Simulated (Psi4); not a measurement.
F6S, charge -1, doublet, at a GFN2-xTB geometry (a state made from the parent by changing its charge; the spin is typed, not shown lowest) (a gas-phase anion, which may not be bound at this level); SCAN/STO-3G (Psi4).

Input for Psi4:
```
memory 2 GB

molecule mol {
-1 2
  F     0.674697   -0.514132   -1.554824
  S    -0.000000   -0.000000   -0.000000
  F     1.445775   -0.602774    0.826695
  F    -0.769120   -1.584095    0.190061
  F    -1.445775    0.602774   -0.826695
  F     0.769120    1.584095   -0.190061
  F    -0.674697    0.514132    1.554824
}

set basis sto-3g
set reference uks

energy('scan')
print_variables()
```

It wrote (shortened):

```
   => Loading Basis Set <=

    Name: STO-3G
    Role: ORBITAL
    Keyword: BASIS

         ---------------------------------------------------------
                                   SCF
               by Justin Turney, Rob Parrish, Andy Simmonett
                          and Daniel G. A. Smith
                              UKS Reference
         ---------------------------------------------------------

  ==> Geometry <==

    Molecular point group: ci
    Full point group: Ci

    Geometry (in Angstrom), charge = -1, multiplicity = 2:

       Center              X                  Y                   Z               Mass
    ------------   -----------------  -----------------  -----------------  -----------------
         F            0.674697000000    -0.514132000000    -1.554824000000    18.998403162730
         S            0.000000000000     0.000000000000     0.000000000000    31.972071174400
         F            1.445775000000    -0.602774000000     0.826695000000    18.998403162730
         F           -0.769120000000    -1.584095000000     0.190061000000    18.998403162730
         F           -1.445775000000     0.602774000000    -0.826695000000    18.998403162730
         F            0.769120000000     1.584095000000    -0.190061000000    18.998403162730
         F           -0.674697000000     0.514132000000     1.554824000000    18.998403162730

  Running in ci symmetry.

  Rotational constants: A =      0.07071  B =      0.07071  C =      0.07071 [cm^-1]
  Rotational constants: A =   2119.93276  B =   2119.93227  C =   2119.93210 [MHz]
  Nuclear repulsion =  499.790647504470087

  Charge       = -1
  Multiplicity = 2
  Electrons    = 71
  Nalpha       = 36
  Nbeta        = 35

  ==> Algorithm <==

  SCF Algorithm Type is DF.
  DIIS enabled.
  MOM disabled.
  Fractional occupation disabled.
  Guess Type is SAD.
  Energy threshold   = 1.00e-06
  Density threshold  = 1.00e-06
  Integral threshold = 1.00e-12

  ==> Primary Basis <==

  Basis Set: STO-3G
    Blend: STO-3G
    Number of shells: 23
    Number of basis functions: 39
    Number of Cartesian functions: 39
    Spherical Harmonics?: true
    Max angular momentum: 1

  ==> DFT Potential <==

   => LibXC <=

    Version 7.1.2
    S. Lehtola, C. Steigemann, M. J. T. Oliveira, and M. A. L. Marques,  SoftwareX 7, 1–5 (2018) (10.1016/j.softx.2017.11.002)

   => Composite Functional: SCAN <=

    SCAN Meta-GGA XC Functional  (10.1103/PhysRevLett.115.036402)
[...]
      Ntotal   =   70.9999928678 ; deviation = -7.132e-06

   @Spin Contamination Metric:   3.303460450E-03
   @S^2 Expected:                7.500000000E-01
   @S^2 Observed:                7.533034604E-01
   @S   Expected:                5.000000000E-01
   @S   Observed:                5.000000000E-01

    Orbital Energies [Eh]
    ---------------------

    Alpha Occupied:

[...]
    Alpha Virtual:

[...]
    Beta Occupied:

[...]
    Beta Virtual:

[...]
      21Au     0.436658

    Final Occupation by Irrep:
             Ag    Au
    DOCC [    17,   18 ]
    SOCC [     1,    0 ]
    NA   [    18,   18 ]
    NB   [    17,   18 ]

  @DF-UKS Final Energy:  -983.66491302333634

   => Energetics <=

    Nuclear Repulsion Energy =            499.7906475044700869
    One-Electron Energy =               -2395.5543407701838987
    Two-Electron Energy =                1002.1826609034151261
    DFT Exchange-Correlation Energy =     -90.0838806610377247
    Empirical Dispersion Energy =           0.0000000000000000
    VV10 Nonlocal Energy =                  0.0000000000000000
    Total Energy =                       -983.6649130233363394

  UHF NO Occupations:
  HONO-2 :   17 Au 1.9994509
  HONO-1 :   18 Au 1.9994419
  HONO-0 :   18 Ag 1.0000000
  LUNO+0 :   19 Au 0.0005581
  LUNO+1 :   20 Au 0.0005491
  LUNO+2 :   21 Au 0.0005450

Computation Completed

Properties will be evaluated at   0.000000,   0.000000,   0.000000 [a0]

Properties computed using the SCF density matrix

 Multipole Moments:

 ------------------------------------------------------------------------------------
     Multipole            Electronic (a.u.)      Nuclear  (a.u.)        Total (a.u.)
 ------------------------------------------------------------------------------------

 L = 1.  Multiply by 2.5417464519 to convert [e a0] to [Debye]
 Dipole X            :          0.0000000           -0.0000000           -0.0000000
 Dipole Y            :          0.0000000           -0.0000000           -0.0000000
 Dipole Z            :          0.0000000            0.0000000            0.0000000
 Magnitude           :                                                    0.0000000

 ------------------------------------------------------------------------------------

  Variable Map:
  ----------------------------------------------------------------------------
[...]
  Array Variable Map:
  ----------------------------------------------------------------------------
[...]
[...]
```
